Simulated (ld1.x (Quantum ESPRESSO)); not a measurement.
## Which change was made? (Mn, PAW)

* Element: manganese
* Generator: ld1.x (Quantum ESPRESSO) 7.5
* Type: PAW
* Functional: PBE
* Relativity: scalar-relativistic
* Frozen core: [Ne] 3s2
* Valence charge: 13
* Reference configuration: 3p6 3d5 4s1 4p0 (charge +1)
* Partial waves: 4s (bound): rcut 2.10, rcutus 2.45 bohr; 4s channel at 0.05 Ry: rcut 2.10, rcutus 2.45 bohr; 3p (bound): rcut 1.25, rcutus 1.55 bohr; 4p (bound, empty): rcut 1.25, rcutus 1.55 bohr; 3d (bound): rcut 1.10, rcutus 1.30 bohr; 3d channel at -0.55 Ry: rcut 1.10, rcutus 1.30 bohr
* Local potential: all-electron potential smoothed inside 1.10 bohr (lloc = -2)
* Core correction: Bessel-smoothed model core inside 0.85 bohr
* Augmentation charge: BESSEL, radius 0.80 bohr

Cutoffs, loose and tight: the cutoffs (Ry, on a coarse ladder) from which the occupation-weighted sum of valence levels, in a spherical-Bessel basis at the reference potential, stays within 10 and 1 mRy of its value at 400 Ry. They do not see the model core or the augmentation charge, which bear on the density cutoff. Test errors are all-electron minus pseudo excitation energies from the reference, over the configurations 3p6 3d5 4s2 4p0; 3p6 3d5 4s0 4p0; 3p6 3d4 4s0 4p0; 3p6 3d6 4s0 4p0; 3p6 3d5 4s1.5 4p0; 3p6 3d5 4s0 4p1; 3p6 3d5.5 4s1.5 4p0; variants that change the core or the reference have their own tests. The largest error is taken over the tests solved by every variant that gives reliable tests at all, those not shown here included: 3p6 3d5 4s0 4p0; 3p6 3d5 4s0 4p1; 3p6 3d5 4s1.5 4p0; 3p6 3d5 4s2 4p0; 3p6 3d5.5 4s1.5 4p0; 3p6 3d6 4s0 4p0.

The base gives: outcome: generated; cutoff, loose: 60 Ry; cutoff, tight: 110 Ry; bound ghosts: s; largest test error (meV): +4.5.

After one change the result is: outcome: generated; cutoff, loose: 35 Ry; cutoff, tight: 50 Ry; bound ghosts: s; largest test error (meV): -450. Which change was it?
A. core correction a·sin(br)/r model core, default radius (ld1.x builds one for every PAW set, though the input has nlcc=.false.)
B. local potential all-electron potential smoothed inside 1.00 bohr (lloc = -2)
C. core [Ar], valence charge 7; reference 3d5 4s2 4p0; waves now 4s (bound): rcut 2.10, rcutus 2.40 bohr; 4s channel at 0.05 Ry: rcut 2.10, rcutus 2.40 bohr; 4p (bound): rcut 2.85, rcutus 3.50 bohr; 4p channel at 5.05 Ry: rcut 2.85, rcutus 3.50 bohr; 3d (bound): rcut 1.60, rcutus 1.80 bohr; 3d channel at -0.55 Ry: rcut 1.60, rcutus 1.80 bohr; local potential all-electron potential smoothed inside 3.45 bohr (lloc = -1); core correction Bessel-smoothed model core inside 1.80 bohr; augmentation BESSEL, radius 1.45 bohr

C. The others give: core correction a·sin(br)/r model core, default radius (ld1.x builds one for every PAW set, though the input has nlcc=.false.) → outcome: generated; cutoff, loose: 60 Ry; cutoff, tight: 110 Ry; bound ghosts: s; largest test error (meV): +8.7 | local potential all-electron potential smoothed inside 1.00 bohr (lloc = -2) → outcome: generated, overlap not positive; bound ghosts: s (p not tested, overlap not positive); largest test error (meV): +107. A file whose overlap is not positive is unfit for use, and its test errors describe a broken file.
